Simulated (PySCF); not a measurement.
NMR data sheet: C₄H₁₃ClOSi₂

```yaml
Formula: C4H13ClOSi2
SMILES: CO[Si@@]([SiH3])(Cl)C(C)C
Point_group_of_the_computed_structure: C1
Degrees_of_unsaturation: 0
Carbon_signals: 4
Proton_signals: 5
```

Structure with atom numbers: `[CH3:1][O:2][Si@@:3]([SiH3:4])([Cl:5])[CH:6]([CH3:7])[CH3:8]`; H(Xn) means a hydrogen on atom n.

Method: structure optimised with GFN2-xTB, NMR shieldings at PBE0/pcSseg-1/GIAO, in PySCF (non-relativistic Hamiltonian, rapidly exchanging positions averaged, single conformer, no solvent model).

Shifts are taken against calculated references (same method and geometry level): ¹H (σref 31.72), ¹³C (σref 186.93), ²⁹Si (σref 349.16) vs TMS; H2O for ¹⁷O (σref 336.08).

```tsv
carbon	δC, type	δH (multiplicity)	HMBC from (2–3 bonds)	span of the C tensor (ppm)
C1	52.8, CH3	3.83 (s)	–	78
C6	28.0, CH	1.27 (m)	H(Si4), H(C8), H(C7)	21
C7	18.3, CH3	1.02 (d)	H(C6), H(C8)	31
C8	19.6, CH3	1.09 (d)	H(C6), H(C7)	30
```

Other nuclei:
```csv
atoms,nucleus,environment,δ (ppm),σ (ppm)
H(Si4),¹H,hydrogen on a silicon bonded to Si,3.40,28.32
Si3,²⁹Si,"silicon bonded to C, Cl, O, Si",23.3,325.9
Si4,²⁹Si,"silicon bonded to Si, 3 H",-130.6,479.8
O2,¹⁷O,"oxygen bonded to C, Si",49.2,286.9
```

1. Carbon types of the structure: 1 × CH, 3 × CH3, leaving 3 H on heteroatoms.
2. δC 52.8: methyl carbon bonded to O; the inductive effect lowers its shielding.
3. δC 19.6, 18.3: methyl carbon; saturated and bonded to C and H only.
4. δH 3.83: hydrogen on a methyl carbon bonded to O; its carbon carries O, hence the downfield position.
5. δH 1.27: hydrogen on an sp3 CH bonded to Si.
6. δH 1.09, 1.02: hydrogen on a methyl carbon.

Shifts are as computed. Against solution values, carbons near 30 ppm lie about +3 ppm off and those near 130 ppm about +5 ppm. Of 1211 compounds with measured shifts, 218 miss one by over three times the rms of a fit or turn the order of signals round; such compounds aren't used in these exercises. Experimental scales use liquid or dissolved standards, which lie at an offset from isolated H2O (liquid H2O: subtract about 36 ppm). Multiplicities follow the n + 1 count of equivalent neighbours, as no J values were calculated; m marks all less simple cases, F and P coupling included.
